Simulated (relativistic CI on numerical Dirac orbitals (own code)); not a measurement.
## Line list: Forbidden lines, Ag⁶⁺

Method of calculation: Dirac-Coulomb-Breit CI, separate exchange-only KLI orbitals for each configuration, QED by a radiative potential, unscaled Slater integrals (own radial code, finite nucleus).

Configurations in the expansion (outside the closed core [Ar] 3d10): 4s2 4p6 4d5, 4s2 4p6 4d4 5s, 4s2 4p6 4d4 4f, 4s2 4p5 4d6, 4s2 4p6 4d4 5p, 4s2 4p6 4d4 6s, 4s 4p6 4d6, 4s2 4p6 4d4 6p, 4s2 4p6 4d4 5f, 4s2 4p6 4d3 5s 5p, 4s2 4p6 4d3 5s2, 4s2 4p6 4d2 4f 5s2, 4s2 4p6 4d2 5s2 5p, 4s2 4p6 4d2 5s2 6s, 4p6 4d7, 4p5 4d8. Double excitations out of closed p, d and f shells are left out; levels of such configurations are missing from the list, as are those of other unlisted configurations, and high levels can miss mixing partners.

```csv
λ vac (nm),Lower,Upper,Type,A (s⁻¹),gf,Branching (%)
186.78,4s2 4p6 4d5 6S_5/2 [1],4s2 4p6 4d5 2D_5/2 [15],M1,2.43e+00,7.63e-09,6.6
269.29,4s2 4p6 4d5 6S_5/2 [1],4s2 4p6 4d5 4P_5/2 [6],M1,2.61e+01,1.71e-07,98.8
392.69,4s2 4p6 4d5 4G_7/2 [3],4s2 4p6 4d5 2F_7/2 [20],M1,4.81e+00,8.89e-08,17.4
399.60,4s2 4p6 4d5 4G_9/2 [5],4s2 4p6 4d5 2F_7/2 [20],M1,1.12e+01,2.15e-07,40.6
451.24,4s2 4p6 4d5 4G_5/2 [2],4s2 4p6 4d5 2F_7/2 [17],M1,1.51e-01,3.68e-09,2.7
463.97,4s2 4p6 4d5 4P_5/2 [6],4s2 4p6 4d5 4F_5/2 [19],M1,4.61e-01,8.93e-09,5.7
476.46,4s2 4p6 4d5 4G_5/2 [2],4s2 4p6 4d5 2D_3/2 [16],M1,3.81e+00,5.18e-08,26.6
478.05,4s2 4p6 4d5 4G_9/2 [5],4s2 4p6 4d5 2F_7/2 [17],M1,4.57e+00,1.25e-07,80.6
515.61,4s2 4p6 4d5 4G_5/2 [2],4s2 4p6 4d5 2D_5/2 [15],M1,3.82e+00,9.13e-08,10.3
521.63,4s2 4p6 4d5 4P_5/2 [6],4s2 4p6 4d5 2F_7/2 [17],M1,1.42e-01,4.63e-09,2.5
537.88,4s2 4p6 4d5 4G_7/2 [3],4s2 4p6 4d5 2D_5/2 [15],M1,6.76e+00,1.76e-07,18.3
551.57,4s2 4p6 4d5 4D_7/2 [9],4s2 4p6 4d5 2F_7/2 [20],M1,7.63e+00,2.78e-07,27.5
555.63,4s2 4p6 4d5 4P_5/2 [6],4s2 4p6 4d5 2D_3/2 [16],M1,9.42e-01,1.74e-08,6.6
589.24,4s2 4p6 4d5 4P_3/2 [7],4s2 4p6 4d5 2D_3/2 [16],M1,7.18e+00,1.49e-07,50.1
609.61,4s2 4p6 4d5 4P_5/2 [6],4s2 4p6 4d5 2D_5/2 [15],M1,2.05e+01,6.86e-07,55.6
643.07,4s2 4p6 4d5 4P_1/2 [8],4s2 4p6 4d5 2D_3/2 [16],M1,1.86e+00,4.60e-08,13.0
650.31,4s2 4p6 4d5 4P_3/2 [7],4s2 4p6 4d5 2D_5/2 [15],M1,1.96e+00,7.46e-08,5.3
866.05,4s2 4p6 4d5 4D_5/2 [11],4s2 4p6 4d5 2F_7/2 [17],M1,5.40e-01,4.86e-08,9.5
1266.8,4s2 4p6 4d5 4P_5/2 [6],4s2 4p6 4d5 4D_3/2 [12],M1,6.42e-01,6.18e-08,5.0
1311.7,4s2 4p6 4d5 4P_5/2 [6],4s2 4p6 4d5 4D_5/2 [11],M1,8.76e-01,1.36e-07,5.7
1454.8,4s2 4p6 4d5 2D_5/2 [15],4s2 4p6 4d5 2F_7/2 [20],M1,2.07e+00,5.25e-07,7.5
1456.2,4s2 4p6 4d5 4P_3/2 [7],4s2 4p6 4d5 4D_3/2 [12],M1,2.14e+00,2.72e-07,16.7
1515.8,4s2 4p6 4d5 4P_3/2 [7],4s2 4p6 4d5 4D_5/2 [11],M1,4.04e-01,8.35e-08,2.6
1695.8,4s2 4p6 4d5 4P_3/2 [7],4s2 4p6 4d5 4D_1/2 [10],M1,1.06e+00,9.12e-08,32.4
1942.7,4s2 4p6 4d5 4P_5/2 [6],4s2 4p6 4d5 4D_7/2 [9],M1,1.17e+00,5.29e-07,55.6
2812.3,4s2 4p6 4d5 2D_3/2 [16],4s2 4p6 4d5 4F_5/2 [19],M1,5.18e-01,3.69e-07,6.4
4196.8,4s2 4p6 4d5 2F_7/2 [17],4s2 4p6 4d5 4F_5/2 [19],M1,3.82e-01,6.05e-07,4.7
```

Terms are leading LS components. Brackets give the number of a level in order of energy, since labels repeat. The list gives strong lines, with weight on those to low levels, among the lowest 200 of 1896 levels, so that lines to higher ones, which can be the strongest, are missing, and without 33 lines that miss the measured interval by over 7 %, start from a term whose rates miss tabulated ones by over 60 %, have gauges far apart or, lacking measured levels, span too small a gap for the errors found; lines with a level outside our table were not tested and can miss by more. Levels whose partners in the same complex of configurations lie outside the list can be far off, and so can their lines. Rates are taken at the computed energies, electric ones in the length gauge.

At this charge configurations can still be misplaced by up to about 7 % of their energy. Terms inside the open d or f shell come out 10 to 20 % too wide with unscaled integrals. 29 of the 69 excited levels that our extract of the measured tables holds in this range could be paired (the sources list more); they are missed by 5210 cm⁻¹ on average and 12423 at most, and levels without a partner can miss by more. Some levels of the ground configuration have no partner and can miss by 10 % or more.

LS names give the leading component of a level, which can be under half, so a name can repeat, a term be missing and a line seem to break the LS rules.
